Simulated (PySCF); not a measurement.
Polarisability and C₆ of Ba (barium, neutral)

[Xe] 6s2, closed-shell 1S. All numbers are calculated (PySCF 2.14, scalar relativity by spin-free X2C-1e, in aug-cc-pVQZ-X2C (10s9p7d4f2g, 118 functions)). Coupled (time-dependent) response in atomic units; α is the mean over directions.

```
method  mean α (bohr³)  C₆ (like pair)  S(−4)
  PBE0           276.5            5474  33820
```

S(−4) is the Cauchy moment in α(ω) = α(0) + S(−4) ω² + …

Reference α: 272 ± 10 bohr³ (recommended; Schwerdtfeger and Nagle, table of static dipole polarizabilities (2023 update)). Published C₆: 5540 (Gould and Bucko (2016)).

α(iu) at PBE0:

| u (hartree) | α(iu) (bohr³) |
| --- | --- |
| 0 | 276.5 |
| 0.0500 | 212.4 |
| 0.100 | 127.9 |
| 0.200 | 54.16 |
| 0.300 | 31.03 |
| 0.500 | 16.04 |
| 0.750 | 9.687 |
| 1.00 | 6.660 |
| 1.50 | 3.765 |
| 2.00 | 2.452 |
| 3.00 | 1.323 |
| 5.00 | 0.6038 |

A single London oscillator, α(iu) = α/(1 + u²/ω²), gives C₆ = (3/4) ω α². Matching the computed C₆ needs ω = 4 × 5474 / (3 × 276.5²) = 0.0955 hartree.

Spin-orbit coupling, which splits the p, d and f shells strongly at this Z, is absent.
